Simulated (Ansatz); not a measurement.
The cluster BaO₂⁻, relaxed as a doublet with UKS r2SCAN-D4/def2-TZVPD in Ansatz, starting from the GFN2-xTB geometry. Force threshold 0.02 eV/Å.

In the def2 sets Ba takes a core potential; there is no spin–orbit coupling. The structure holds 1 bond(s) between oxygen atoms. The highest occupied level of the charge -1 doublet lies above zero (up to 0.82 eV). The electron is either unbound and held by the finite basis, or the level is raised by self-interaction error. Another isomer (doublet) lies 0.13 eV lower at PBE0-D4/def2-TZVPD; other spin states weren't run for this one.

Start:

```xyz
3

Ba    1.290   -0.017   -0.025
O    -0.628    0.291    0.673
O    -0.662   -0.274   -0.648
```

```tsv
step	energy (eV)	largest force component (eV/Å)	SCF passes
1	-4786.5417	3.449	19
2	-4787.1002	0.607	29
3	-4787.1116	0.262	22
4	-4787.1146	0.017	22
```

Force components are those of the run's own axes.

End:

```xyz
3

Ba    1.423   -0.019   -0.028
O    -0.694    0.304    0.702
O    -0.729   -0.285   -0.674
```

By distances, no bond broke or formed. The bond that changes most is Ba1–O2, from 2.06 to 2.26 Å (atoms count from 1).

No frequencies were taken in this run, so the end may be a saddle point.

Run time 7.5 s (4 threads of Arm Neoverse V2 on a shared host).
